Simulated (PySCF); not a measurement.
B3LYP has the VWN-RPA correlation part, as in Gaussian. 

```xyz
8

C     -1.0047     0.0668    -0.0883
Si     0.8274    -0.1951     0.0643
Cl     1.7732     1.6267     0.2612
H     -1.2360     0.6765    -0.9640
H     -1.5131    -0.8956    -0.1931
H     -1.3979     0.5702     0.7972
H      1.3862    -0.8521    -1.1424
H      1.1649    -0.9975     1.2652
```

Charge 0, multiplicity 1.

### Question
Give the Mulliken and meta-Löwdin atomic charges from B3LYP-D3(BJ)/def2-TZVP // PBE0-D4/def2-TZVP in PySCF.

### Answer

| atom | Mulliken (e) | meta-Löwdin (e) |
|---|---|---|
| C1 | -0.44 | -0.60 |
| Si2 | 0.43 | 0.74 |
| Cl3 | -0.27 | -0.32 |
| H4 | 0.13 | 0.13 |
| H5 | 0.12 | 0.13 |
| H6 | 0.13 | 0.13 |
| H7 | -0.05 | -0.11 |
| H8 | -0.05 | -0.11 |
